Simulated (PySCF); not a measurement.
Identify the compound

Molecular formula: C$_{6}$H$_{11}$OP. Simulated spectra:

$^{1}$H NMR (300 MHz, computed): δ 1.51 (m, 3H), 1.41 (m, 1H), 1.33 (m, 1H), 1.02 (m, 1H), 0.83 (m, 1H), 0.71 (m, 1H), 0.67 (m, 1H), 0.67 (m, 1H), -0.23 (m, 1H).

$^{13}$C{$^{1}$H} NMR (computed): δ 21.6, 14.5, 13.3, 11.5, 7.3, 3.2.

PySCF 2.14.0 with density-fitted response routines calculation with geometry from GFN2-xTB and PBE0/pcSseg-1 with gauge-including orbitals; gas phase, no relativistic terms, one conformer, fast rotation and ring inversion assumed for equivalent nuclei.

Scale: TMS for $^{1}$H (σref 31.72), $^{13}$C (σref 186.93) (reference shieldings calculated alike).

Which of these isomers gave the spectra?
A. CCC(C)(C)P=C=O
B. C=[P@]1(C)C(C)=C1OC
C. CC#C[P@H](=O)C(C)C
D. C[C@@H]1C[P@@]1(=O)C1CC1
E. C=C[C@@H]1[C@@H](C)C[P@H]1=O

Answers

D. 

- 6 carbon signals for 6 carbons: no two carbons are equivalent.
- Carbon types of the structure: 2 × CH, 3 × CH2, 1 × CH3, which accounts for all hydrogens.
- δC 21.6, 13.3, 11.5, 7.3, 3.2: three-membered-ring carbon; carbons of three-membered rings are unusually shielded.
- δC 14.5: methyl carbon; saturated and bonded to C and H only.
- δH 1.51: hydrogen on a methyl carbon.
- δH 1.41, 1.33, 1.02, 0.83, 0.71, 0.67, 0.67, -0.23: hydrogen on a three-membered-ring carbon; cyclopropane-type protons are shielded by the ring.

The others: C=C[C@@H]1[C@@H](C)C[P@H]1=O has carbons computed at 143.4, 124.0, 67.5, 44.2, 26.1, 23.8, with a different DEPT pattern; CCC(C)(C)P=C=O would give 5 carbon signals, not 6; CC#C[P@H](=O)C(C)C would give 5 signals for carbon-bound and other non-exchanging H, not 9; C=[P@]1(C)C(C)=C1OC would give 4 signals for carbon-bound and other non-exchanging H, not 9.

Splittings by $^{31}$P in the carbon and heteronuclear signals aren't shown, as no couplings were computed. Shifts are as computed. Against solution values, carbons near 30 ppm lie about +3 ppm off and those near 130 ppm about +5 ppm. Of 1211 compounds with measured shifts, 218 miss one by over three times the rms of a fit or turn the order of signals round; such compounds aren't used in these exercises. No couplings were computed; multiplicities are counted from neighbouring protons, with m where these are inequivalent, close in shift, in a saturated or five-membered ring or joined by F or P, and br s for small geminal =CH2 splittings.
